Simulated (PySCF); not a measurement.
Electron correlation in Ti³⁺ (titanium, charge +3)

Starting occupation: [Ar] 3d1, 3d5/2 with m_j = +5/2. Calculation: PySCF 2.14, in x2c-TZVPall-2c with one added diffuse shell each of s, p, d type (7s8p5d1f, 63 functions); X2C-1e with screened-nucleus spin-orbit coupling, Gaussian nucleus. Frozen: [Ne]; 9 electrons correlated.

MP2 pair energies summed by pair of shells (mhartree):

| pair | energy | share (%) |
| --- | --- | --- |
| 3p-3p | -136.32 | 70.4 |
| 3d-3p | -24.05 | 12.4 |
| 3p-3s | -22.58 | 11.7 |
| 3s-3s | -6.27 | 3.2 |
| 3d-3s | -4.43 | 2.3 |

Total MP2 correlation energy: -193.65 mhartree.

The GHF reference relaxed away from the jj start to a determinant that is no pure jj level (⟨S²⟩ = 0.75, ⟨J²⟩ = 8.75); the energies belong to that determinant.

This basis was not built for core-valence correlation, so the inner-shell part is incomplete.
